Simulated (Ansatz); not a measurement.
Geometry optimisation, Ansatz, UKS PBE0-D4/6-31G.

input.yaml

```yaml
crystal:
  periodic: [false, false, false]
  atoms:
    - { symbol: Mg, position_ang: [-1.1348, -0.157, -0.5183] }
    - { symbol: O, position_ang: [1.1817, -0.7779, -0.8123] }
    - { symbol: Cl, position_ang: [-2.1754, 0.7503, -2.1215] }
    - { symbol: H, position_ang: [1.0359, 0.0276, 0.166] }
    - { symbol: O, position_ang: [0.4712, 0.7903, 1.0227] }
    - { symbol: O, position_ang: [-0.6122, -0.0877, 1.413] }
    - { symbol: H, position_ang: [1.6204, -0.2527, -1.4833] }
    - { symbol: H, position_ang: [-0.3868, -0.293, 2.3337] }
magnetization:
  spin_polarized: true
basis:
  gaussian: { orbitals: "6-31G" }
hamiltonian:
  xc: pbe0
  dispersion: d4
relax:
  f_tol: 0.15
  max_steps: 25
  restrain:
    - { distance: [0, 4], at: 3.37, k: 30.0 }
    - { distance: [3, 1], at: 2.27, k: 30.0 }
    - { distance: [0, 1], at: 2.07, k: 30.0 }
    - { distance: [3, 4], at: 0.97, k: 30.0 }
```

Run as:

```bash
$ ansatz run input.yaml --threads 2 --pin off --max-ram 3072MiB --backend cpu --events-out ev --progress --plain --runs-dir out
```

**Question.** Where does it end, and by what steps?

**Answer.** The forces met the threshold. The restraints hold the end off the free minimum. Limits of this set-up: no polarisation functions. After 14 steps the energy has fallen by 0.686 eV (the restraints' own energy left out); H8 moved furthest, 1.14 Å. Joined: H4–O5 (1.28 → 0.99 Å).

```csv
step,energy less start (eV),largest force component (eV/Å),accepted
0,0.0000,3.062,yes
1,0.2322,3.726,yes
2,0.4136,4.013,yes
3,0.4049,3.515,yes
4,0.0668,2.639,yes
5,-0.1095,2.398,yes
6,-0.2776,2.570,yes
7,-0.3572,2.466,yes
8,-0.5446,2.362,yes
9,-0.5966,2.547,yes
10,-0.6446,2.653,yes
11,-0.6573,2.492,yes
12,-0.6866,2.630,yes
13,-0.6893,2.597,yes
14,-0.6862,2.626,yes
```

```xyz
8
Properties=species:S:1:pos:R:3
Mg -0.779 -0.048 -1.080
O 1.186 -0.396 -1.149
Cl -2.971 0.149 -1.610
H 1.438 -0.029 1.063
O 0.855 0.220 1.820
O -0.454 0.268 1.044
H 1.804 -0.590 -1.864
H -1.080 0.426 1.776
```

The run took 50 s on 2 threads of Intel(R) Xeon(R) Platinum 8259CL CPU @ 2.50GHz (Skylake/Cascade Lake), with other jobs on the host, peak memory 0.21 GiB.
